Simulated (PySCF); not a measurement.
## How methods differ on the excitation energy of Pt

Pt [Xe] 4f14 5d9 6s1 (3D) → Pt [Xe] 4f14 5d9 6p1 (high-spin determinant), as a difference of total energies. All numbers are calculated (PySCF 2.14, a scalar-relativistic core potential, in aug-cc-pwCVTZ-PP with ECP60MDF). Correlated levels: valence: 5s2 5p6 frozen; valence and next inner shell: nothing frozen outside the core potential. The calculations carry no spin-orbit coupling.

```csv
method,excitation energy (eV)
UHF,4.000
LDA,5.012
PBE,4.793
PBE0,4.669
r2SCAN,4.865
HSE06,4.662
PBEsol,4.873
MP2 (valence),4.794
MP2 (valence and next inner shell),4.939
SCS-MP2 (valence and next inner shell),4.803
```

Problem. Estimate what revPBE gives.

Solution. 4.741 eV, closest to PBE among the rows shown.

Problem. Estimate what SCS-MP2 (valence) gives.

Solution. 4.698 eV, closest to PBE0 among the rows shown.

The determinant of the upper state mixes LS terms, which raises its energy above the lowest term, most at the Hartree-Fock and MP2 levels.
